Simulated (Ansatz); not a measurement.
Consider the formal exchange of groups at the Al–C bond: `[AlH2][C@H]1C[Si@@H]1S` + `[NH2][GaH2]` → `[NH2][GaH][AlH2]` + `S[SiH]1CC1`.

Program: Ansatz. Geometries: PBE0-D4/def2-TZVP. ΔE: electronic, gas phase. CCSD(T)/CBS is the MP2 limit (def2-TZVPP, def2-QZVPP) plus CCSD(T) − MP2 in def2-TZVPP, frozen cores. DFT in def2-TZVPP. For Ga outer-core shells are correlated without core-valence functions, which leaves a few kJ/mol of doubt a bond. Scalar relativity is left out up to krypton. Each species was taken in one conformer, which may not be the lowest.

| level | ΔE (kcal/mol) |
| --- | --- |
| PBE0 | -0.2 |
| CAM-B3LYP | 0.6 |
| MP2/def2-SVP | 4.4 |
| MP2/def2-TZVPP | 4.2 |

Question: What does CCSD(T)/CBS give? (An estimate is asked.)

Answer: The calculation gave: +1.8 kcal/mol. The listed levels differ from it by -2.0, -1.2, 2.6, 2.4 kcal/mol.

Largest T1 diagnostic among the species: 0.015.

The D4 term adds +1.5 kcal/mol with B3LYP and +0.8 kcal/mol with PBE0; it sums over pairs of atoms, weighted by their polarisabilities, and B3LYP, whose exchange is more repulsive, gets the larger term. In def2-TZVPP, CCSD(T) changes the Hartree–Fock value by +2.4 kcal/mol (the triples alone add +0.8 kcal/mol) and MP2 by +4.8 kcal/mol. From BLYP to BHLYP (50 % exact exchange), in def2-TZVPP and without D4, ΔE moves by +1.0 kcal/mol.

B3LYP here is the variant with VWN-RPA as its local correlation; programs differ in this.
